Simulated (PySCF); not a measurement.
## O²⁺: ionisation energy

O²⁺ [He] 2s2 2p2 (3P) → O³⁺ [He] 2s2 2p1 (2P), as a difference of total energies. All numbers are calculated (PySCF 2.14, no relativity, point nucleus, in dyall-av3z). Correlated levels: valence: 1s2 frozen; virtual orbitals above 40 to 60 times the deepest correlated orbital energy dropped. The calculations carry no spin-orbit coupling.

| method | ionisation energy (eV) | difference from reference (eV) |
| --- | --- | --- |
| UHF | 54.613 | -0.323 |
| MP2 (valence) | 55.001 | +0.065 |
| SCS-MP2 (valence) | 54.851 | -0.085 |
| CCSD (valence) | 54.784 | -0.152 |
| CCSD(T) (valence) | 54.795 | -0.141 |

Reference: 54.936 eV (semi-empirical (NIST evaluation); NIST Atomic Spectra Database, ionization energies).

Errors of the correlated levels include the incompleteness of this basis and the frozen core.
